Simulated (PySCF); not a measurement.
Frontier orbitals and the lowest excitations

Compound: CF2Cl-CCl3, C2Cl4F2.
Structure used (PBE0-D3(BJ)/def2-SVP), in Å, numbered top down from 1:
```
atom  x, y, z in Å
F1     1.2254   -0.5358   -1.1695
C2     0.8018   -0.0836    0.0029
F3     1.3883    1.0824    0.2387
Cl4    1.2484   -1.2268    1.2687
C5    -0.7473    0.1265   -0.0632
Cl6   -1.0727    1.2782   -1.3684
Cl7   -1.5293   -1.4145   -0.4125
Cl8   -1.3121    0.7803    1.4729
```

Computed with TDDFT B3LYP/def2-SVPD, vertical, gas phase, core orbitals frozen in the response (PySCF).

Kohn–Sham orbitals with the atoms that hold most of them (Löwdin shares over 4%, at most four atoms; ? is withheld):

```csv
orbital,ε (eV),atoms
HOMO-3,-9.72,"Cl8 27%, Cl7 26%, Cl6 16%, C5 11%"
HOMO-2,-9.30,"Cl8 36%, Cl7 35%, Cl4 21%"
HOMO-1,-9.18,?
HOMO,-8.95,?
LUMO,-1.48,"Cl6 28%, C5 24%, Cl7 23%, Cl8 23%"
LUMO+1,-1.22,"Cl4 26%, C5 21%, Cl6 20%, C2 14%"
LUMO+2,-0.77,"C5 32%, Cl8 28%, Cl7 27%, Cl6 5%"
```

Problem. Which atoms hold the HOMO, and with what shares?

Solution. Cl6 (bonded to C) 35%; Cl7 (bonded to C) 30%; Cl8 (bonded to C) 29%; Cl4 (bonded to C) 5%.

Problem. Give the leading atoms of the HOMO-1.

Solution. Cl6 (bonded to C) 34%; Cl4 (bonded to C) 27%; Cl7 (bonded to C) 17%; Cl8 (bonded to C) 17%.

Problem. How does S1 compare with the orbital gap of 7.47 eV?

Solution. S1 is at 6.25 eV (f = 0.0002), 1.22 eV below the gap, made of HOMO→LUMO (97%). 

Problem. One configuration dominates each of S1, S2, S3, S4, S5 and S6. Which, and how do the shares of the two leading atoms of either orbital change from the occupied to the empty one?

Solution. 
- S1 (6.25 eV, f 0.0002), HOMO→LUMO (97%): Cl6 35% → 28%, Cl7 30% → 23%, C5 at most 2% → 24%
- S2 (6.61 eV, f 0.011), HOMO-1→LUMO (92%): Cl6 34% → 28%, Cl4 27% → at most 3%, C5 at most 6% → 24%
- S3 (6.64 eV, f 0.0026), HOMO→LUMO+1 (90%): Cl6 35% → 20%, Cl7 30% → at most 14%, Cl4 5% → 26%, C5 at most 2% → 21%
- S4 (6.72 eV, f 0.019), HOMO-2→LUMO (84%): Cl8 36% → 23%, Cl7 35% → 23%, Cl6 at most 4% → 28%, C5 at most 4% → 24%
- S5 (6.83 eV, f 0.0054), HOMO-1→LUMO+1 (88%): Cl6 34% → 20%, Cl4 27% → 26%, C5 at most 6% → 21%
- S6 (7.01 eV, f 0.0018), HOMO-2→LUMO+1 (94%): Cl8 36% → at most 14%, Cl7 35% → at most 14%, Cl4 21% → 26%, C5 at most 4% → 21%

Löwdin shares depend on the basis, the more so with diffuse functions.

The run took 2.8 min of wall time on x86-64 server, one thread, no GPU (shared host).
